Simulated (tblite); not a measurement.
Species: C₇H₁₃BSe.
Numbering: `[CH2:1]1[CH2:2][B:3]([CH:4]2[CH2:5][CH2:6]2)[CH2:7][CH2:8][Se:9]1` (hydrogens: H10, H11 on C1; H12, H13 on C2; H14 on C4; H15, H16 on C5; H17, H18 on C6; H19, H20 on C7; H21, H22 on C8)

Computed with GFN2-xTB (tblite), gas phase: L-BFGS steps from a force-field or distance-geometry start until the largest atomic force falls under 0.01 eV/Å.

Geometry at step 10:
```
atom  x, y, z in Å
C1     -2.2852   -1.2277    0.5546
C2     -0.9440   -1.6496   -0.0631
B3      0.0757   -0.4754   -0.3675
C4      1.4712   -0.5667    0.2779
C5      2.6985    0.1951   -0.1865
C6      1.9738    0.6744    1.0133
C7     -0.4120    0.7967   -1.1786
C8     -1.3387    1.6863   -0.3519
Se9    -2.6681    0.7215    0.7618
H10    -2.3604   -1.5841    1.5822
H11    -3.1364   -1.6230    0.0034
H12    -0.4846   -2.3822    0.6004
H13    -1.1423   -2.1940   -0.9903
H14     1.7082   -1.4936    0.7940
H15     3.6524   -0.2988   -0.0607
H16     2.6269    0.7714   -1.0988
H17     2.3916    0.5195    1.9965
H18     1.3667    1.5659    0.9406
H19     0.4188    1.4314   -1.4926
H20    -0.9399    0.4997   -2.0875
H21    -0.7674    2.3002    0.3470
H22    -1.9152    2.3522   -0.9949
```

Question: What forces act on the atoms?

Answer: 
```tsv
atom	Fx (eV/Å)	Fy (eV/Å)	Fz (eV/Å)
C1	0.067	-0.015	-0.046
C2	-0.058	0.029	-0.002
B3	0.017	-0.007	0.097
C4	0.093	0.055	0.021
C5	-0.045	0.016	0.003
C6	-0.032	-0.038	0.029
C7	0.037	-0.055	-0.011
C8	0.053	-0.039	-0.071
Se9	-0.127	0.058	0.080
H10	0.011	-0.024	0.013
H11	-0.029	-0.010	-0.095
H12	-0.022	-0.059	0.096
H13	-0.064	0.108	-0.083
H14	0.041	0.026	-0.023
H15	-0.050	0.067	0.015
H16	-0.007	-0.036	0.061
H17	0.076	0.021	-0.037
H18	0.133	-0.032	-0.024
H19	0.016	0.027	-0.079
H20	-0.046	-0.078	0.020
H21	-0.007	-0.058	0.036
H22	-0.055	0.041	-0.001
```

The largest, 0.16 eV/Å, acts on Se9; the rms over all components is 0.054 eV/Å. The forces sum to zero within rounding, as they must for an isolated molecule in no field.

Question: Give the force on Se9 in Eh/bohr and in nN.

Answer: 0.161 eV/Å ÷ 51.422 = 0.00313 Eh/bohr, and 0.161 eV/Å × 1.602 = 0.26 nN.

Question: How far is this geometry from the end of the optimisation?

Answer: 0.359 eV above it, and 0.783 Å rms away after alignment. The bonds farthest from their final lengths, with half the difference of the two atoms' forces along the bond (positive lengthens):

```csv
bond,now (Å),final (Å),force along bond (eV/Å)
C1–Se9,1.997,1.976,+0.06
C1–C2,1.536,1.520,-0.07
C4–C6,1.528,1.521,-0.06
B3–C4,1.540,1.546,+0.02
C2–H12,1.090,1.096,+0.07
C1–H11,1.088,1.092,+0.05
```

The angle farthest from its final value is C1–Se9–C8, 106.7° against 98.1°.

Of the 2 listed bonds off by 0.010 Å or more, this force points towards the final length in 1.

The cost below is that of the whole relaxation. Hardware: one thread of an Arm Neoverse V2 (shared host). Cost: 0.97 s.
